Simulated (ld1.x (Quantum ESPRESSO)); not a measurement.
## Pb (Z = 82): excitation energies, all-electron against TM

```
Element                 : Pb (Z = 82)
Generator               : ld1.x (Quantum ESPRESSO) 7.5
Type                    : norm-conserving Troullier–Martins (Kleinman–Bylander form)
Functional              : BP86
Relativity              : non-relativistic
Frozen core             : [Xe] 4f14 5d10
Valence charge          : 4
Reference configuration : 6s2 6p1.5 (charge +0.5)
Partial waves           : 6s (bound): rc 2.40 bohr; 6p (bound): rc 2.15 bohr; 6d channel at 0.25 Ry: rc 2.15 bohr
Local potential         : all-electron potential smoothed inside 2.00 bohr (lloc = -1)
Core correction         : a·sin(br)/r model core inside 2.10 bohr
```

Energies are relative to the spin-unpolarised reference configuration 6s2 6p1.5; without spin polarisation the order of configurations can differ from experiment.

| valence configuration | charge | ΔE all-electron (eV) | error AE − PS (meV) |
| --- | --- | --- | --- |
| 6s2 6p2 | 0 | -2.652 | -0.4 |
| 6s2 6p1 | +1 | 4.220 | -2.0 |
| 6s2 6p0 | +2 | 17.790 | -48 |
| 6s1 6p2 | +1 | 10.682 | -14 |
| 6s1 6p3 | 0 | 3.241 | -4.6 |
| 6s2 6p2.3 | -0.3 | -3.550 | -0.6 |

Question: What are ΔE and the potential's error for 6s1 6p0?

Answer: ΔE = 46.450 eV all-electron; the error (AE − PS) is -296 meV.

Levels in the configuration 6s1 6p2:

```
level  all-electron (eV)  pseudo (eV)
   6s            -17.210      -17.245
   6p            -10.685      -10.705
```

Note: ghost states, extra bound levels that the all-electron valence spectrum of the same l lacks: d at -112.4 eV, s at -38.9 eV. A true bound ghost makes a file unfit for plane-wave use.
